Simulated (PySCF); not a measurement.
A structure optimised at PBE-D3(BJ)/def2-SVP, used in a PySCF frequency run:

```xyz
11

C      0.4686     3.1869     0.0000
C      0.1958     1.9924     0.0000
C     -0.1205     0.6031     0.0000
F     -1.4550     0.3495     0.0000
C      0.7519    -0.4315     0.0000
Si     0.1893    -2.2255     0.0000
H      0.7115     4.2408     0.0000
H      1.8212    -0.1695     0.0000
H     -0.6362    -2.5314    -1.2197
H     -0.6362    -2.5314     1.2197
H      1.4096    -3.1023     0.0000
```
Charge 0, spin multiplicity 1.

Problem. Write its SMILES, formula and point group.

Solution. C#C/C(F)=C/[SiH3], C₄H₅FSi, Cs

Problem. What are its rotational constants (standard atomic weights)?

Solution. 8.3145, 1.3988, 1.2146 GHz
